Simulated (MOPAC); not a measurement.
MOPAC input (AM1):

```
AM1 PRECISE GNORM=0.05 LET XYZ GEO-OK AUX(PRECISION=9) THREADS=1
AsF3

F    -0.84442754 1   -1.21264784 1   -0.50851344 1
As    0.00430976 1   -0.00973490 1    0.39902916 1
F     1.47486281 1   -0.10210959 1   -0.50647003 1
F    -0.64623773 1    1.35045204 1   -0.44812347 1
```

Q: What heat of formation does the run end on?

A: -162.89 kcal/mol.
